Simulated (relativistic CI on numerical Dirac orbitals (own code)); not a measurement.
# Hg XXI: q coefficients and field-shift factors

Calculated at this level of theory: Dirac-Coulomb-Breit CI, separate exchange-only KLI orbitals for each configuration, derivatives by finite differences, unscaled Slater integrals, QED left out (own radial code, finite nucleus).

Configuration list (outside the closed core [Kr] 4d10): 4f13 5s, 4f14, 4f12 5s2, 4f13 5p, 4f11 5s2 5p, 4f13 5d, 4f12 5s 5p, 4f12 5p2. Levels of other configurations are missing.

With x = (α/α₀)² − 1 an excitation energy changes as ω = ω₀ + qx; K = 2q/ω₀ is the relative enhancement. Terms are leading LS components, so labels can repeat. The field-shift factor is F = δν/δ⟨r²⟩ for the transition from the lowest level.

Lowest level 4f14 1S_0.

```csv
Level,ω₀ (cm⁻¹),q (cm⁻¹),K,F (GHz/fm²)
4f13 5s 3F°_4,193010,-493800,-5.12,868
4f13 5s 3F°_3,198510,-491500,-4.95,865
4f13 5s 3F°_2,226969,-462700,-4.08,870
4f13 5s 1F°_3,232476,-461600,-3.97,866
4f12 5s2 3H_6,428674,-999100,-4.66,1750
4f12 5s2 3F_4,439999,-1.001e+06,-4.55,1750
4f12 5s2 3H_5,460295,-969100,-4.21,1750
4f12 5s2 3F_2,468148,-991900,-4.24,1750
4f12 5s2 3H_4,470848,-967700,-4.11,1750
4f12 5s2 3F_3,474561,-968900,-4.08,1750
4f12 5s2 3H_4,500584,-939100,-3.75,1750
4f12 5s2 3P_2,504200,-969800,-3.85,1750
4f12 5s2 1I_6,515798,-972800,-3.77,1750
```

At this charge transitions that keep the count of f electrons are usually good to a few per cent. Terms inside the open d or f shell come out 10 to 20 % too wide with unscaled integrals. Levels that differ in their count of f electrons can be misplaced by several ten thousand cm⁻¹, since the correlation energy of f electrons is missing or only estimated; rates across such gaps can be off by orders of magnitude. The computed lowest level isn't the tabulated ground level, which NIST ASD gives as 4f13 5s °; for such ions that label comes from theory and may be the wrong one.
